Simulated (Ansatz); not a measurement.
Born–Oppenheimer molecular dynamics of C₂H₅BN (9 atoms, charge 1, multiplicity 1). It starts from a relaxed structure.

Level of theory: RKS PBE0/def2-SVP in Ansatz 0.2.0.

```
ensemble                      : NVE (Milne-controlled integrator)
time step                     : 1 fs
steps asked                   : 150
starting velocities drawn for : 500 K
masses                        : H 2.014 u
seed                          : 581214
```

Frames 2 fs apart, positions in Å.

Velocities at 30.0 fs (Å/ps):

```
C -7.42 -1.47 -3.04
N 2.17 3.28 5.96
B 1.53 -0.19 -1.87
C -0.79 2.05 -3.92
H 22.50 1.45 1.36
H -3.76 -13.58 4.51
H -6.37 -0.76 9.81
H -4.98 -9.25 -3.04
H 18.27 -3.12 -2.48
```

```xyz
9
Properties=species:S:1:pos:R:3 time_fs=30.0 energy_less_start_eV=0.219 T=258
C -1.698 0.275 1.509
N -0.683 0.255 0.973
B 0.540 0.398 0.138
C 0.739 -0.493 -1.042
H -2.564 0.335 2.213
H 1.149 1.390 0.582
H 1.736 -0.867 -1.315
H 0.653 0.273 -1.877
H -0.032 -1.234 -1.236
9
Properties=species:S:1:pos:R:3 time_fs=32.0 energy_less_start_eV=0.210 T=268
C -1.712 0.272 1.504
N -0.681 0.262 0.985
B 0.545 0.399 0.136
C 0.737 -0.488 -1.052
H -2.518 0.338 2.211
H 1.141 1.356 0.586
H 1.726 -0.869 -1.291
H 0.641 0.253 -1.880
H 0.001 -1.245 -1.240
9
Properties=species:S:1:pos:R:3 time_fs=34.0 energy_less_start_eV=0.250 T=223
C -1.720 0.269 1.500
N -0.682 0.268 0.996
B 0.551 0.403 0.137
C 0.736 -0.482 -1.065
H -2.489 0.340 2.211
H 1.138 1.316 0.583
H 1.729 -0.874 -1.261
H 0.627 0.237 -1.885
H 0.024 -1.269 -1.245
9
Properties=species:S:1:pos:R:3 time_fs=36.0 energy_less_start_eV=0.244 T=230
C -1.721 0.266 1.494
N -0.688 0.274 1.006
B 0.556 0.406 0.141
C 0.735 -0.476 -1.079
H -2.490 0.342 2.225
H 1.148 1.286 0.579
H 1.744 -0.879 -1.226
H 0.611 0.229 -1.899
H 0.035 -1.302 -1.247
9
Properties=species:S:1:pos:R:3 time_fs=38.0 energy_less_start_eV=0.227 T=249
C -1.719 0.263 1.490
N -0.692 0.279 1.013
B 0.558 0.406 0.145
C 0.733 -0.472 -1.092
H -2.515 0.345 2.246
H 1.179 1.276 0.580
H 1.766 -0.880 -1.189
H 0.595 0.231 -1.926
H 0.043 -1.335 -1.246
9
Properties=species:S:1:pos:R:3 time_fs=40.0 energy_less_start_eV=0.209 T=269
C -1.721 0.260 1.494
N -0.693 0.283 1.014
B 0.557 0.402 0.149
C 0.731 -0.471 -1.105
H -2.544 0.344 2.256
H 1.228 1.282 0.585
H 1.784 -0.873 -1.151
H 0.580 0.236 -1.960
H 0.053 -1.357 -1.240
9
Properties=species:S:1:pos:R:3 time_fs=42.0 energy_less_start_eV=0.195 T=284
C -1.729 0.259 1.505
N -0.690 0.287 1.010
B 0.556 0.398 0.153
C 0.729 -0.473 -1.117
H -2.567 0.340 2.246
H 1.284 1.291 0.589
H 1.791 -0.854 -1.115
H 0.571 0.236 -1.992
H 0.067 -1.364 -1.232
9
Properties=species:S:1:pos:R:3 time_fs=44.0 energy_less_start_eV=0.220 T=257
C -1.736 0.258 1.521
N -0.688 0.291 1.005
B 0.555 0.394 0.157
C 0.727 -0.475 -1.128
H -2.583 0.333 2.218
H 1.333 1.290 0.587
H 1.788 -0.825 -1.085
H 0.569 0.225 -2.014
H 0.084 -1.360 -1.221
9
Properties=species:S:1:pos:R:3 time_fs=46.0 energy_less_start_eV=0.224 T=253
C -1.736 0.258 1.536
N -0.693 0.294 1.001
B 0.557 0.392 0.161
C 0.726 -0.476 -1.138
H -2.601 0.322 2.182
H 1.367 1.271 0.578
H 1.779 -0.790 -1.065
H 0.575 0.202 -2.024
H 0.097 -1.353 -1.212
9
Properties=species:S:1:pos:R:3 time_fs=48.0 energy_less_start_eV=0.164 T=319
C -1.725 0.259 1.548
N -0.705 0.297 1.000
B 0.562 0.393 0.162
C 0.725 -0.473 -1.144
H -2.627 0.310 2.147
H 1.383 1.233 0.562
H 1.774 -0.754 -1.053
H 0.587 0.170 -2.026
H 0.102 -1.352 -1.204
9
Properties=species:S:1:pos:R:3 time_fs=50.0 energy_less_start_eV=0.151 T=333
C -1.709 0.261 1.558
N -0.720 0.299 0.999
B 0.568 0.394 0.162
C 0.723 -0.467 -1.144
H -2.660 0.295 2.112
H 1.385 1.184 0.544
H 1.779 -0.722 -1.052
H 0.602 0.141 -2.030
H 0.099 -1.360 -1.199
9
Properties=species:S:1:pos:R:3 time_fs=52.0 energy_less_start_eV=0.198 T=281
C -1.697 0.263 1.571
N -0.730 0.302 0.996
B 0.572 0.394 0.157
C 0.720 -0.460 -1.137
H -2.687 0.278 2.075
H 1.383 1.135 0.532
H 1.794 -0.696 -1.059
H 0.617 0.120 -2.047
H 0.093 -1.371 -1.197
```

Of the whole run (150 fs, mean temperature of the second half 248 K): The conserved energy stayed within 0.11 meV per atom of its start (net change -0.0063 meV per atom), so the integration is sound. The temperature averaged 0.50 of the 500 K drawn at the start: a run that starts near a minimum puts about half its kinetic energy into the potential. A run of 0.15 ps of so small a system gives no equilibrium averages. Limits of this set-up: the dipole of an ion depends on the origin.

Run time: 4.6 min on 1 thread of Arm Neoverse V2, on a shared host, peak memory 0.12 GiB.
